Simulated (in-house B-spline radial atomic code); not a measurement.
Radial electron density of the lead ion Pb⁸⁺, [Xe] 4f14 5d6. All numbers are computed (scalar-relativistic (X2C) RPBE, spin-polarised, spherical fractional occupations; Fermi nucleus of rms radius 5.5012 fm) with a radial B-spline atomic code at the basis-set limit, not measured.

One-electron X2C: radii and densities carry no picture-change correction, so inner-shell <1/r> comes out high (for 1s by about 2 % at Z = 33, 5 % at 54, 10 % at 75, 30 % at 118) and <r> low.

Columns: r (bohr), 4πr²n(r) (electrons per bohr), bar.

```
0.000244    3.341 #
  0.0003    4.418 #
0.000369    5.817 ##
0.000453    7.609 ##
0.000557    9.932 ###
0.000685    12.91 ####
0.000842    16.69 #####
 0.00104    21.57 ######
 0.00127    27.32 ########
 0.00156    34.56 ##########
 0.00192    43.36 ############
 0.00236    53.64 ###############
 0.00291    65.51 ###################
 0.00357     78.1 ######################
 0.00439    91.13 ##########################
  0.0054    103.3 #############################
 0.00664    113.1 ################################
 0.00816      119 ##################################
    0.01    119.7 ##################################
  0.0123    115.2 #################################
  0.0152    107.5 ###############################
  0.0186    101.5 #############################
  0.0229    102.3 #############################
  0.0282    113.9 ################################
  0.0346    133.4 ######################################
  0.0426    151.2 ###########################################
  0.0524    154.5 ############################################
  0.0644    140.4 ########################################
  0.0791    123.4 ###################################
  0.0973    123.2 ###################################
    0.12    139.6 ########################################
   0.147    143.9 #########################################
   0.181    118.3 ##################################
   0.222    87.53 #########################
   0.273    84.07 ########################
   0.336    96.57 ############################
   0.413    88.76 #########################
   0.508    59.67 #################
   0.624    35.82 ##########
   0.767    26.35 ########
   0.943    21.21 ######
    1.16     13.7 ####
    1.43    6.253 ##
    1.75    2.033 #
    2.15   0.4305 
    2.65   0.0521 
    3.26 0.003169 
       4 8.589e-05
```

On this grid the curve has 4 maxima, near 0.01, 0.0524, 0.147, 0.336 bohr.

The 5p down radial function P(r) = rR(r), positive near the nucleus:

```json
{"r (bohr)": "0.000453", "P": "0.001461"}
{"r (bohr)": "0.000685", "P": "0.002585"}
{"r (bohr)": "0.00104", "P": "0.004675"}
{"r (bohr)": "0.00156", "P": "0.008438"}
{"r (bohr)": "0.00236", "P": "0.01559"}
{"r (bohr)": "0.00357", "P": "0.0289"}
{"r (bohr)": "0.0054", "P": "0.05315"}
{"r (bohr)": "0.00816", "P": "0.09521"}
{"r (bohr)": "0.0123", "P": "0.1618"}
{"r (bohr)": "0.0186", "P": "0.2521"}
{"r (bohr)": "0.0282", "P": "0.3331"}
{"r (bohr)": "0.0426", "P": "0.3112"}
{"r (bohr)": "0.0644", "P": "0.06648"}
{"r (bohr)": "0.0973", "P": "-0.3399"}
{"r (bohr)": "0.147", "P": "-0.423"}
{"r (bohr)": "0.222", "P": "0.2114"}
{"r (bohr)": "0.336", "P": "0.6806"}
{"r (bohr)": "0.508", "P": "-0.1499"}
{"r (bohr)": "0.767", "P": "-1.166"}
{"r (bohr)": "1.16", "P": "-0.9424"}
{"r (bohr)": "1.75", "P": "-0.2657"}
{"r (bohr)": "2.65", "P": "-0.0214"}
```
